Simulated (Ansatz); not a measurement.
Basis-set series for CH$_{4}$AlClGaN, SMILES `[CH3][Ga]1[NH][Al]1[Cl]`. Total charge 0; spin multiplicity 1. The geometry is a stationary point of PBE0-D4/def2-TZVP.

| functional | basis | functions | energy (Eh) | HOMO (eV) | LUMO (eV) |
| --- | --- | --- | --- | --- | --- |
| PBE0-D4 | def2-SVP | 116 | -2721.68229 | -6.23 | -0.98 |
| PBE0-D4 | def2-TZVPP | 250 | -2722.28471 | -6.31 | -1.18 |
| ωB97M-V | def2-SVP | 116 | -2722.12214 | -8.12 | 0.77 |
| ωB97M-V | def2-TZVPP | 250 | -2722.72525 | -8.22 | 0.57 |

Question: Give the rows for def2-QZVPP. (An estimate is asked.)

Answer: Computed: 
```json
{"functional": "PBE0-D4", "basis": "def2-QZVPP", "functions": "463", "energy (Eh)": "-2722.35418", "HOMO (eV)": "-6.33", "LUMO (eV)": "-1.26"}
{"functional": "ωB97M-V", "basis": "def2-QZVPP", "functions": "463", "energy (Eh)": "-2722.79236", "HOMO (eV)": "-8.25", "LUMO (eV)": "0.36"}
```

Positive LUMOs are unbound and depend on the basis. Scalar relativity is left out up to krypton.
